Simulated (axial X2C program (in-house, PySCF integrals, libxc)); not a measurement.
NaK⁻: cheaper levels and CCSD(T), two-component

Calculated with an axial X2C code built on PySCF integrals. Two-component (2c) means X2C with spin–orbit coupling and atomic mean-field two-electron Coulomb and Gaunt terms. Basis: K dyall-acv3z [12s13p7d3f], Na dyall-av3z [10s9p5d2f] (cores contracted in-house); Gaussian nuclei, density fitting, unrestricted open shells. Masses: K 38.964 u, Na 22.990 u.

State: Ω = 1/2 (⟨Sz⟩ = 0.50, ⟨Lz⟩ = 0.00 at HF); fragments K + Na- for PBE0, CCSD, r2SCAN0, CCSD(T); K- + Na for HF.

```json
{"level": "PBE0", "Re (Å)": "3.978", "ωe (cm⁻¹)": "79.6", "De (eV)": "0.632"}
{"level": "HF", "Re (Å)": "4.440", "ωe (cm⁻¹)": "65.5", "De (eV)": "0.522"}
{"level": "CCSD", "Re (Å)": "3.971", "ωe (cm⁻¹)": "83.8", "De (eV)": "0.504"}
{"level": "r2SCAN0", "Re (Å)": "4.051", "ωe (cm⁻¹)": "75.3", "De (eV)": "0.641"}
```

Correlated methods: 11 electrons correlated (number of frozen shells: K 2 s, 1 p; Na 2 s, 1 p), 295 virtual spin orbitals or spinors in MP2, 90 natural virtuals in coupled cluster.

CCSD(T), same Hamiltonian and basis:

Re = 3.939 Å, ωe = 85.0 cm⁻¹, De = 0.52 eV; T1 = 0.063 (Lee–Taylor normalisation).

**Question.** Give the differences from CCSD(T) in the columns below.

**Answer.** 

```
  level  ΔRe (Å)  Δωe (cm⁻¹)  ΔDe (eV)
   PBE0    0.039        -5.4      0.11
     HF    0.501       -19.5       n/a
   CCSD    0.032        -1.2     -0.02
r2SCAN0    0.112        -9.7      0.12
```

Occupations by symmetry block were frozen at the best pattern of an incomplete PBE0 search. Dissociation energies refer to the lowest single-determinant-based atoms at the same level and basis. Density functionals use the spin component along the axis (collinear). CCSD and (T) use frozen natural virtuals with an MP2 correction for the truncation; (T) itself is uncorrected, so its De runs slightly low. The highest occupied level of some functionals is positive through self-interaction error; at Hartree–Fock it is bound. The determinant is spin-polarised beyond a pure state at some levels (its spin-free form has ⟨S²⟩ too high), which makes Re and μ there less reliable. The T1 diagnostic is large, a sign of multireference character. Hartree–Fock gets electron affinities wrong, so its lowest charge split need not be the true one.
